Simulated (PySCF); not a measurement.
## How methods differ on the electron affinity of Re

Re- [Xe] 4f14 5d6 6s2 (5D) → Re [Xe] 4f14 5d5 6s2 (6S), as a difference of total energies. Calculation: PySCF 2.14, in def2-TZVPPD with the def2 core potential (60 electrons) (6s5p3d2f1g, 59 functions); scalar relativity through the core potential. Correlated levels: valence and next inner shell: nothing frozen outside the core potential. The calculations carry no spin-orbit coupling.

Task: Order these methods by the electron affinity they give, lowest first.
A. UHF
B. SCS-MP2 (valence and next inner shell)
C. MP2 (valence and next inner shell)
D. CCSD(T) (valence and next inner shell)

Result: A (-2.300 eV), C (-0.811 eV), B (-0.776 eV), D (-0.708 eV).

The reference lies between the lowest fine-structure levels, while these numbers refer to the centres of the terms.

Errors of the correlated levels include the incompleteness of this basis.

A negative affinity means that the anion lies above the atom at that level of theory.

For comparison: 0.060 eV (measured; photodetachment measurements, as compiled on the Wikipedia data page of electron affinities).
